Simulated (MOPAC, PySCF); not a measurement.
Molecule: SiHCl₂ (charge -1, singlet). SMILES: [SiH-](Cl)Cl
Geometry: optimised at B3LYP-D3(BJ)/def2-TZVP (Ansatz).

Unscaled harmonic wavenumbers (cm⁻¹) in rising order, each level at the stationary point that it reaches from this structure (no distance between atoms moves by over 0.3 Å); the order of modes can differ between levels, and a negative number is imaginary. B3LYP-D3(BJ)/def2-TZVP (PySCF, at the structure above): 145, 350, 380, 740, 744, 1913.

AM1 (MOPAC): 96, 240, 382, 398, 657, 2231. Zero-point energy 5.7 against 6.1 kcal/mol; where all levels lie over 400 cm⁻¹, the wavenumbers are on average 1.025 times those of B3LYP-D3(BJ)/def2-TZVP.

PM3 (MOPAC): 138, 346, 366, 681, 704, 1951. Zero-point energy 6.0 against 6.1 kcal/mol; where all levels lie over 400 cm⁻¹, the wavenumbers are on average 0.983 times those of B3LYP-D3(BJ)/def2-TZVP.
